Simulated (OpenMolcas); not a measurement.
## Mn4+: moving or changing the point charges

Mn4+ among 6 point charges of -1.5 e arranged as a trigonal antiprism (D3d), 2.06 Å from the ion, with a polar angle of 56.9° against the regular 54.74°.
```
   0.0000    1.7262    1.1242  -1.50
  -1.4949   -0.8631    1.1242  -1.50
   1.4949   -0.8631    1.1242  -1.50
   0.0000   -1.7262   -1.1242  -1.50
   1.4949    0.8631   -1.1242  -1.50
  -1.4949    0.8631   -1.1242  -1.50
```

| Property | Result |
| --- | --- |
| Program | OpenMolcas |
| Method | CASSCF |
| Basis | ANO-RCC-VDZP [5s4p2d1f] |
| Scalar Hamiltonian | DKH2, point nucleus |
| Active space | 3 electrons in 5 orbitals (3d) |
| State averaging | 2S+1 = 4 even, 10 roots; 2S+1 = 2 even, 40 roots |
| Spin-orbit coupling | state interaction with AMFI integrals over the reference wave functions |

Runs around this geometry, states (labels of D3, the rotations of D3d). Energies in cm-1 above the lowest state or level, χT in cm3 K/mol.

| R (Å) | q (e) | Polar angle / regular | Ground state | First state of that spin | First gap with spin-orbit (degeneracies) | χT at 300 K | First state of another spin |
| --- | --- | --- | --- | --- | --- | --- | --- |
| 2.06 | -1.5 | 0.96 | 4A2 | 4E 1535 | 50.7 (2, 2) | 1.136 | 2E 21662 |
| 2.06 | -1.2 | 1.04 | 4A2 | 4A1 1143 | 59.0 (2, 2) | 1.029 | 2E 21520 |
| 1.92 | -1.5 | 1.04 | 4A2 | 4A1 2054 | 35.0 (2, 2) | 1.302 | 2E 22009 |
| 2.06 | -1.5 | 1.04 | 4A2 | 4A1 1426 | 51.6 (2, 2) | 1.136 | 2E 21705 |
| 2.23 | -1.5 | 1.04 | 4A2 | 4A1 943.5 | 74.4 (2, 2) | 0.950 | 2E 21385 |

Taking the first state of the same spin as R^-n, n = -ln(943.5 / 2054) / ln(2.23 / 1.92) = 5.2 between the shortest and longest distance.

Scaling the charges by -1.2 / -1.5 = 0.80 scales the first state of the same spin by 1143 / 1426 = 0.80; with fixed orbitals a first-order splitting would follow the charge.

Without dynamic correlation the repulsion within the d shell is too large (B by tens of per cent), so at a given field states of lower spin stand too high. The ground term spreads over less than 5000 cm-1, several times less than with real ligands, so orbital moments are less quenched and χT lies further from the spin-only value than at real sites. This is an electrostatic model: the charges have no orbitals. No measured value stands beside these numbers.
